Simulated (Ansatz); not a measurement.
`[F][Ge]([F])([F])[SH]` → F₂ + `[F][Ge][SH]`  (germylene formation by 1,1-elimination)

Gas-phase electronic energies from Ansatz, PBE0-D4/def2-TZVP geometries. CCSD(T)/CBS is the MP2 limit (def2-TZVPP, def2-QZVPP) plus CCSD(T) − MP2 in def2-TZVPP, frozen cores. This one scheme is used for every species. DFT in def2-TZVPP. For Ge outer-core shells are correlated without core-valence functions, which leaves a few kJ/mol of doubt a bond. Scalar relativity is left out up to krypton. Each species was taken in one conformer, which may not be the lowest.

| level | ΔE (kJ/mol) |
| --- | --- |
| r2SCANh-D4 | 718.5 |
| r2SCAN | 705.8 |
| CCSD(T)/def2-SVP | 702.3 |
| HF/CBS(def2) | 774.6 |

(1) What does CCSD(T)/CBS give? (An estimate is asked.)

Largest T1 diagnostic among the species: 0.015.

## Answers

(1) The calculation gave: +712.9 kJ/mol. The listed levels differ from it by 5.6, -7.1, -10.6, 61.7 kJ/mol.

The D4 term adds +7.9 kJ/mol with B3LYP and +4.2 kJ/mol with PBE0; it sums over pairs of atoms, weighted by their polarisabilities, and B3LYP, whose exchange is more repulsive, gets the larger term. From r2SCAN to r2SCAN0 (25 % exact exchange), in def2-TZVPP and without D4, ΔE moves by +28.3 kJ/mol. At CCSD(T), def2-SVP lies −10.6 kJ/mol from the extrapolated value and def2-TZVPP +7.9 kJ/mol.

B3LYP here is the variant with VWN-RPA as its local correlation; programs differ in this.
